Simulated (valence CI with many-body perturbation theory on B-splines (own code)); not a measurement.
E1 line list for Tm XXXIX

Computed by configuration interaction combined with many-body perturbation theory (CI+MBPT): three valence electrons over a frozen Dirac-Fock core [Ar] 3d10, radial functions for each j: 11 s, 11 p, 10 d, 8 f, 5 g, 2 h, with the one-electron correlation potential Σ1, the two-electron term Σ2, the three-electron term Σ3, Breit, model QED; selected CI, second order for the rest, scaled by the run's own slope (own B-spline code, finite nucleus).

No measured spectrum was set against this ion. As an estimate, large intervals hold to a few tenths of a per cent, small ones and those within an open d or f shell to about a per cent.

Lines 201 to 250 of 539 in falling wavelength, among levels below 678.76 eV, chosen from the strongest by gf and those to the six lowest levels. Wavelengths and rates use the calculated energies. Electric multipoles are in the length gauge, E1 and E2 with the static RPA response of the core. Weak lines are less certain than strong ones. Lines between different terms over intervals too small for the method are left out, as are lines whose strength nearly cancels. Where a level lies close to another of its J and parity, the split of strength between their lines is uncertain. The highest levels of a list are the least certain.

Levels are named by their leading jj configuration (3d3/2^4 stands for four electrons in 3d with j = 3/2), which in mixed levels can hold well under half, so a name can repeat and another be missing. Letters in brackets count levels of one name in rising energy.

```
λ vac (Å)                          Upper                          Lower   A (s⁻¹)  S (a.u.) with core polarisation  S without
    78.19     (4s 4d5/2 4f5/2) J=1/2 [b]         (4s 4p3/2 4f5/2) J=1/2  1.80e+11                         8.50e-02   9.01e-02
    78.16     (4s 4d3/2 4d5/2) J=3/2 [a]     (4s 4p3/2 4d3/2) J=1/2 [a]  1.44e+11                         1.36e-01   1.44e-01
    78.15     (4s 4p3/2 4f5/2) J=7/2 [a]     (4s 4p3/2 4d3/2) J=5/2 [b]  6.72e+10                         1.27e-01   1.35e-01
    78.13     (4s 4p3/2 4f7/2) J=7/2 [a]     (4s 4p3/2 4d5/2) J=7/2 [a]  2.40e+11                         4.52e-01   4.81e-01
    78.12     (4s 4p3/2 4d5/2) J=3/2 [b]             (4s 4p3/2^2) J=1/2  2.65e+11                         2.50e-01   2.65e-01
    78.12          (4p3/2 4d3/2^2) J=1/2             (4s 4d3/2^2) J=3/2  2.02e+11                         9.50e-02   1.01e-01
    78.12     (4s 4d3/2 4d5/2) J=3/2 [a]         (4s 4p3/2 4d3/2) J=3/2  1.38e+11                         1.30e-01   1.38e-01
    78.04      (4p1/2 4p3/2 4f5/2) J=1/2         (4s 4p1/2 4f5/2) J=3/2  1.92e+11                         9.01e-02   9.59e-02
    78.00  (4p3/2 4d3/2 4d5/2) J=3/2 [b]      (4p3/2^2 4d3/2) J=3/2 [a]  1.19e+11                         1.12e-01   1.18e-01
    77.95      (4p3/2^2 4d3/2) J=3/2 [c]     (4s 4p3/2 4d3/2) J=5/2 [b]  1.29e+11                         1.20e-01   1.28e-01
    77.92  (4p1/2 4p3/2 4f5/2) J=5/2 [b]  (4p1/2 4p3/2 4d3/2) J=3/2 [b]  1.12e+11                         1.56e-01   1.65e-01
    77.91     (4s 4p3/2 4f7/2) J=5/2 [b]     (4s 4p3/2 4d5/2) J=3/2 [a]  1.15e+11                         1.61e-01   1.71e-01
    77.90         (4s 4d3/2 4d5/2) J=1/2     (4s 4p3/2 4d3/2) J=1/2 [b]  5.09e+11                         2.38e-01   2.53e-01
    77.89     (4s 4p3/2 4d5/2) J=3/2 [b]             (4s^2 4d5/2) J=5/2  3.26e+11                         3.04e-01   3.24e-01
    77.89             (4s 4d5/2^2) J=7/2             (4s^2 4f7/2) J=7/2  1.92e+11                         3.58e-01   3.82e-01
    77.83  (4p1/2 4p3/2 4f5/2) J=3/2 [a]     (4s 4p1/2 4f5/2) J=5/2 [b]  1.66e+11                         1.54e-01   1.64e-01
    77.82          (4p1/2^2 4p3/2) J=3/2             (4s 4p1/2^2) J=1/2  1.34e+11                         1.24e-01   1.32e-01
    77.82  (4p1/2 4p3/2 4f7/2) J=7/2 [b]  (4p1/2 4p3/2 4d5/2) J=7/2 [b]  4.28e+10                         7.96e-02   8.43e-02
    77.81     (4s 4p3/2 4f7/2) J=5/2 [c]     (4s 4p3/2 4d5/2) J=3/2 [b]  5.23e+11                         7.29e-01   7.73e-01
    77.80          (4p3/2^2 4d5/2) J=1/2            (4p3/2^3) J=3/2 [a]  3.43e+11                         1.59e-01   1.70e-01
    77.76     (4s 4p3/2 4f7/2) J=5/2 [a]     (4s 4p3/2 4d3/2) J=5/2 [b]  6.69e+10                         9.31e-02   9.91e-02
    77.73      (4p1/2 4p3/2 4f5/2) J=7/2     (4s 4p1/2 4f5/2) J=5/2 [a]  7.79e+10                         1.44e-01   1.53e-01
    77.69     (4s 4p3/2 4f7/2) J=7/2 [b]     (4s 4p3/2 4d5/2) J=7/2 [b]  3.47e+11                         6.42e-01   6.83e-01
    77.66     (4s 4d3/2 4f7/2) J=5/2 [b]     (4s 4d3/2 4d5/2) J=3/2 [a]  2.82e+11                         3.92e-01   4.15e-01
    77.56             (4s 4d5/2^2) J=3/2         (4s 4p3/2 4d5/2) J=1/2  1.98e+11                         1.82e-01   1.93e-01
    77.56     (4s 4p3/2 4d5/2) J=5/2 [b]             (4s 4p3/2^2) J=3/2  5.35e+11                         7.40e-01   7.85e-01
    77.51     (4s 4p3/2 4f7/2) J=5/2 [b]     (4s 4p3/2 4d3/2) J=5/2 [b]  1.12e+11                         1.55e-01   1.65e-01
    77.51          (4p1/2 4p3/2^2) J=3/2     (4s 4p1/2 4p3/2) J=3/2 [a]  2.07e+11                         1.90e-01   2.03e-01
    77.50     (4s 4d3/2 4d5/2) J=5/2 [b]         (4s 4p3/2 4d3/2) J=3/2  8.46e+10                         1.17e-01   1.24e-01
    77.50          (4p3/2^2 4d5/2) J=3/2     (4s 4p3/2 4d5/2) J=5/2 [b]  2.50e+11                         2.30e-01   2.45e-01
    77.48     (4s 4p3/2 4d5/2) J=7/2 [a]             (4s 4p3/2^2) J=5/2  1.80e+11                         3.31e-01   3.50e-01
    77.44  (4p1/2 4p3/2 4d5/2) J=3/2 [a]     (4s 4p1/2 4d5/2) J=5/2 [a]  9.76e+10                         8.94e-02   9.53e-02
    77.43     (4s 4d3/2 4d5/2) J=5/2 [b]     (4s 4p3/2 4d3/2) J=5/2 [a]  1.71e+11                         2.34e-01   2.49e-01
    77.41      (4p3/2 4d5/2^2) J=7/2 [b]          (4p3/2^2 4d5/2) J=7/2  1.91e+11                         3.50e-01   3.71e-01
    77.40     (4s 4d5/2 4f5/2) J=7/2 [b]     (4s 4d3/2 4d5/2) J=7/2 [c]  1.84e+11                         3.36e-01   3.57e-01
    77.38     (4s 4d3/2 4f7/2) J=9/2 [c]     (4s 4p3/2 4f7/2) J=9/2 [a]  6.10e+10                         1.40e-01   1.48e-01
    77.33      (4p3/2^2 4d5/2) J=5/2 [b]            (4p3/2^3) J=3/2 [b]  7.72e+11                         1.06e+00   1.12e+00
    77.32             (4s 4d5/2^2) J=1/2         (4s 4p3/2 4d5/2) J=1/2  2.68e+11                         1.22e-01   1.30e-01
    77.24     (4s 4d5/2 4f7/2) J=9/2 [a]          (4p3/2^2 4d5/2) J=7/2  1.38e+11                         3.15e-01   3.33e-01
    77.24  (4p1/2 4p3/2 4d3/2) J=3/2 [a]     (4s 4p1/2 4d3/2) J=3/2 [a]  1.45e+11                         1.32e-01   1.40e-01
    77.15             (4s^2 4d5/2) J=5/2             (4s^2 4p3/2) J=3/2  4.47e+11                         6.07e-01   6.45e-01
    77.14  (4p1/2 4p3/2 4f5/2) J=5/2 [a]     (4s 4p1/2 4f5/2) J=5/2 [a]  7.85e+10                         1.07e-01   1.14e-01
    77.06     (4s 4p3/2 4f7/2) J=7/2 [a]     (4s 4p3/2 4d5/2) J=5/2 [a]  2.70e+11                         4.89e-01   5.17e-01
    76.96  (4p1/2 4p3/2 4d5/2) J=5/2 [c]          (4p1/2 4p3/2^2) J=5/2  8.27e+10                         1.12e-01   1.19e-01
    76.94         (4s 4p1/2 4p3/2) J=1/2             (4s^2 4p1/2) J=1/2  4.27e+11                         1.92e-01   2.05e-01
    76.92             (4s 4p3/2^2) J=1/2             (4s^2 4p3/2) J=3/2  3.01e+11                         1.35e-01   1.44e-01
    76.92  (4p1/2 4p3/2 4d3/2) J=1/2 [a]     (4s 4p1/2 4d3/2) J=3/2 [a]  2.76e+11                         1.24e-01   1.32e-01
    76.91         (4s 4p1/2 4d5/2) J=3/2     (4s 4p1/2 4p3/2) J=3/2 [b]  1.33e+11                         1.19e-01   1.27e-01
    76.83     (4s 4d3/2 4f7/2) J=7/2 [b]     (4s 4d3/2 4d5/2) J=7/2 [a]  8.42e+10                         1.51e-01   1.60e-01
    76.82             (4s^2 4f7/2) J=7/2             (4s^2 4d5/2) J=5/2  7.76e+11                         1.39e+00   1.47e+00
```
